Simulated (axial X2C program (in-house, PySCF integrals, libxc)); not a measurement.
## Worked dissociation energy of InSe⁺: CCSD(T), spin-free

Computed with an in-house all-electron X2C program for linear molecules (integrals from PySCF). Spin-free means the one-electron spin-free X2C Hamiltonian. Basis: In dyall-cv3z [11s12p9d4f1g], Se dyall-cv3z [8s9p6d4f1g] (cores contracted in-house); Gaussian nuclei, density fitting, unrestricted open shells. Masses: In 114.904 u, Se 79.917 u.

Molecular state: M_S = 1, Λ = 1 (beyond evenly filled blocks: σα, π+α, π+β, π-α).

Correlated methods: 8 electrons correlated (number of frozen shells: In 4 s, 3 p, 2 d; Se 3 s, 2 p, 1 d), 276 virtual spin orbitals or spinors in MP2, 90 natural virtuals in coupled cluster.

- E(In+) (2M_S = 0, M_L = 0): -5878.162950 hartree
- E(Se) (2M_S = 2, M_L = 0): -2428.272833 hartree
- E(InSe⁺) at Re: -8306.443626 hartree
- ωe: 97.5 cm⁻¹
- ωexe: 2.94 cm⁻¹

Task: Work out De and D0.

Result: De = -5878.162950 + (-2428.272833) − (-8306.443626) = 0.00784 hartree = 0.213 eV. The zero-point energy is ωe/2 − ωexe/4 = 48 cm⁻¹ = 0.006 eV, so D0 = 0.207 eV.

Dissociation energies refer to the lowest single-determinant-based atoms at the same level and basis. CCSD and (T) use frozen natural virtuals with an MP2 correction for the truncation; (T) itself is uncorrected, so its De runs slightly low. The state is one determinant with fixed occupations, lowest in a PBE0 search at one distance only: followed along the bond, the spin-free determinant M_S = 1, Λ = 0 reaches 0.29 eV lower at PBE0, so the state shown is not the lowest. With the outer-core shells frozen, correlated bond lengths of heavy atoms tend to come out a few hundredths of an ångström too long. Spin-free De lacks the spin–orbit lowering of the heavy p-block atom, a tenth of an eV or more for 4p and 5p, up to an eV for 6p and one to two eV for 7p atoms, less what an open-shell molecule gains itself.

The levels of this run spread widely (ωe from 98 to 134 cm⁻¹), so these constants depend on the method. The bond is weak, and without diffuse functions and with truncated virtuals even CCSD(T) can be tens of per cent off in De.

Each atomic determinant is the lowest at this level and need not be a pure term. Totals compare only within one Hamiltonian and basis.
